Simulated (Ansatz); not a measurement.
`OC1[SiH2][Se]1`. Total charge 0; spin multiplicity 1. All single points use the PBE0-D4/def2-TZVP geometry. It is one conformer, not always the lowest.

```xyz
8

O     0.310   -1.368   -0.906
C    -0.122   -0.097   -0.623
Si   -0.224    0.444    1.142
Se    1.332    1.320   -0.181
H     0.671   -1.393   -1.798
H    -0.779    0.350   -1.367
H    -1.364    1.289    1.567
H     0.178   -0.544    2.166
```

(1) What is the dipole moment at r2SCAN/def2-TZVPP? (Estimate.)

(2) And with PBE, B3LYP, ωB97M-V? (An estimate is asked.)

(3) Give the Mulliken charges with r2SCAN, PBE, B3LYP in def2-TZVPP. (Best estimate.)

Results:

(1) Computed: 1.60 D, with components (-1.23, -0.56, -0.85) D in this frame, pointing from negative to positive charge.

(2) Computed: PBE 1.51 D, B3LYP 1.49 D, ωB97M-V 1.48 D.

(3) Ansatz gave: 
```
atom  r2SCAN    PBE  B3LYP
  O1   -0.30  -0.25  -0.29
  C2    0.00  -0.03  -0.03
 Si3    0.33   0.23   0.29
 Se4   -0.23  -0.19  -0.21
  H5    0.21   0.20   0.20
  H6    0.12   0.13   0.14
  H7   -0.07  -0.05  -0.06
  H8   -0.05  -0.04  -0.04
```

B3LYP here is the variant with VWN-RPA as its local correlation; programs differ in this.
